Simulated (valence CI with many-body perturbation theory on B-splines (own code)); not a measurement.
Hyperfine factors and g values of Ce24+

Calculated by relativistic CI+MBPT: six valence electrons over a frozen Dirac-Fock core [Ar] 3d10, radial functions for each j: 9 s, 9 p, 8 d, 6 f, 3 g, 1 h, with the one-electron correlation potential Σ1, the two-electron term Σ2, the three-electron term Σ3, Breit, model QED; selected CI, second order for the rest, scaled by the run's own slope (own B-spline code, finite nucleus).

No measured spectrum was set against this ion. As an estimate, levels hold to about 250 cm⁻¹ or 0.2 % of their energy and the worst to 1 %, as in measured heavy ions of charge 2 to 7; those with d or f electrons hold less well. Among the levels kept, up to 700 cm⁻¹ of a level comes from second order outside the variational space, and about a tenth of that is noise between levels of different J, which matters for small intervals.

A/g_I is the dipole constant over the nuclear g factor μ/I (μ in nuclear magnetons, uniformly magnetised nucleus), B/Q the quadrupole constant per barn. Both hold the static response of the core; the bare values leave it out. Large factors of s and p1/2 electrons are usually good to 5 to 10 %; those of open d and f shells near neutrality can be off by tens of per cent, and small factors of p3/2, d and f electrons come from cancelling terms and can be off by a factor of two or in sign, in half-filled shells by more. B is blank for J = 1/2, where it vanishes, and for nearly pure S terms. Energies count from the lowest level. Levels with J = 0 are left out.

Levels are named by their leading jj configuration (3d3/2^4 stands for four electrons in 3d with j = 3/2), which in mixed levels can hold well under half, so a name can repeat and another be missing. Letters in brackets count levels of one name in rising energy.

```
                             Level  E (cm⁻¹)      g  A/g_I (MHz)  A/g_I bare  B/Q (MHz/b)  B/Q bare
        (4s^2 4p1/2^2 4p3/2^2) J=2         0  1.369        18900       17900         9300      8880
          (4s^2 4p1/2 4p3/2^3) J=1    185640  1.499        -8200       -8090       -18400    -17600
          (4s^2 4p1/2 4p3/2^3) J=2    211440  1.127        47400       45300       -46300    -44100
          (4s 4p1/2^2 4p3/2^3) J=2    667900  1.495       106000      102000       -33300    -31800
          (4s 4p1/2^2 4p3/2^3) J=1    716530  1.285       -36800      -35300         -920      -867
    (4s^2 4p1/2^2 4p3/2 4d3/2) J=2    784870  1.042        14000       13400        -3390     -3230
    (4s^2 4p1/2^2 4p3/2 4d3/2) J=3    796260  1.219        11800       11400        21600     20700
    (4s^2 4p1/2^2 4p3/2 4d3/2) J=1    817120  1.331         5220        5120       -12200    -11600
    (4s^2 4p1/2^2 4p3/2 4d5/2) J=4    829210  1.318         7920        7630        26300     25100
    (4s^2 4p1/2^2 4p3/2 4d5/2) J=2    856590  1.308         9030        8820       -18600    -17800
    (4s^2 4p1/2^2 4p3/2 4d5/2) J=3    891120  1.097         8820        8560        19300     18500
            (4s 4p1/2 4p3/2^4) J=1    897320  1.163       174000      167000       -12800    -12200
    (4s^2 4p1/2^2 4p3/2 4d5/2) J=1    921860  0.868         4890        5090         4970      4750
(4s^2 4p1/2 4p3/2^2 4d3/2) J=2 [a]    950450  1.004        29400       28300       -26700    -25500
(4s^2 4p1/2 4p3/2^2 4d3/2) J=1 [a]    963640  0.741        39600       38100       -10200     -9730
(4s^2 4p1/2 4p3/2^2 4d3/2) J=3 [a]    966080  1.129        27400       26400       -13100    -12500
(4s^2 4p1/2 4p3/2^2 4d5/2) J=3 [a]    987830  1.302        -2700       -2510        10500     10000
    (4s^2 4p1/2 4p3/2^2 4d3/2) J=4    990270  1.149        21200       20400         6660      6410
(4s^2 4p1/2 4p3/2^2 4d5/2) J=4 [a]    998600  1.213         8430        8180        23900     22900
(4s^2 4p1/2 4p3/2^2 4d3/2) J=2 [b]   1020900  0.892        34800       33600        18300     17500
(4s^2 4p1/2 4p3/2^2 4d5/2) J=4 [b]   1022900  1.149        24100       23100        -4490     -4250
    (4s^2 4p1/2 4p3/2^2 4d5/2) J=5   1032200  1.198        22500       21600         7550      7260
(4s^2 4p1/2 4p3/2^2 4d5/2) J=1 [a]   1050200  1.259        26400       25600         6730      6440
(4s^2 4p1/2 4p3/2^2 4d5/2) J=2 [a]   1071700  1.287         8590        8430        21900     20900
(4s^2 4p1/2 4p3/2^2 4d5/2) J=2 [b]   1076200  1.233        -1110        -960        16500     15700
(4s^2 4p1/2 4p3/2^2 4d3/2) J=3 [b]   1087800  1.189         8960        8640        -4700     -4440
(4s^2 4p1/2 4p3/2^2 4d5/2) J=3 [b]   1092300  1.145        24600       23800        31100     29700
(4s^2 4p1/2 4p3/2^2 4d3/2) J=1 [b]   1096800  1.261        19300       18300       -15100    -14400
(4s^2 4p1/2 4p3/2^2 4d5/2) J=2 [c]   1106800  1.081        27600       26600         3090      2940
(4s^2 4p1/2 4p3/2^2 4d5/2) J=1 [b]   1121800  1.508        32100       30800         3440      3300
(4s^2 4p1/2 4p3/2^2 4d5/2) J=3 [c]   1125100  1.060        22800       21900        -5950     -5640
(4s^2 4p1/2 4p3/2^2 4d3/2) J=1 [c]   1153400  0.933        -5970       -5400         3870      3710
(4s^2 4p1/2 4p3/2^2 4d5/2) J=2 [d]   1163900  1.161          697         717       -23400    -22300
```
